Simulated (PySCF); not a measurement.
## Worked example: entropy of an ideal gas

SiHCl₃, SMILES Cl[SiH](Cl)Cl.

Geometry: PBE-D3(BJ)/def2-SVP. The isomer is the one that the SMILES or the coordinates give; other isomers of the formula were not compared.

PBE-D3(BJ)/def2-SVP in PySCF 2.14.0 gives the harmonic wavenumbers 164, 164, 237, 481, 590, 590, 777, 777, 2239 cm⁻¹ and the rotational temperatures 0.1128, 0.1128, 0.0605 K. The molar mass is 135.44 g/mol, the symmetry number 3, the spin multiplicity 1.

**Question.** Work out the entropy at 298.15 K and 1 atm in the rigid-rotor, harmonic-oscillator model.

**Answer.** 
Translation (Sackur–Tetrode at 1 atm): S = R[1.5 ln M + 2.5 ln T − 1.16487] = 170.0 J/(mol K).
Rotation: q = (√π/σ) T^1.5/√(θA θB θC) = 110000, S = R[ln q + 3/2] = 109.0 J/(mol K).
Vibration: with u = 1.4388 ν/T, each mode gives R[u/(e^u − 1) − ln(1 − e^−u)]:
```json
[
 {"ν (cm⁻¹)": "164", "modes": "2", "u": "0.79", "S (J/(mol K))": "20.95"},
 {"ν (cm⁻¹)": "237", "modes": "1", "u": "1.14", "S (J/(mol K))": "7.64"},
 {"ν (cm⁻¹)": "481", "modes": "1", "u": "2.32", "S (J/(mol K))": "2.96"},
 {"ν (cm⁻¹)": "590", "modes": "2", "u": "2.85", "S (J/(mol K))": "3.91"},
 {"ν (cm⁻¹)": "777", "modes": "2", "u": "3.75", "S (J/(mol K))": "1.90"}
]
```
The stiffer modes add less than 0.005 each. Sum 37.4 J/(mol K).
Spin: R ln 1 = 0.0 J/(mol K).
Total 316.3 J/(mol K); the program's own thermochemistry gives 316.3. Translation makes up 54 % and vibration 12 %. Anharmonicity, hindered rotation and orbital degeneracy are left out.
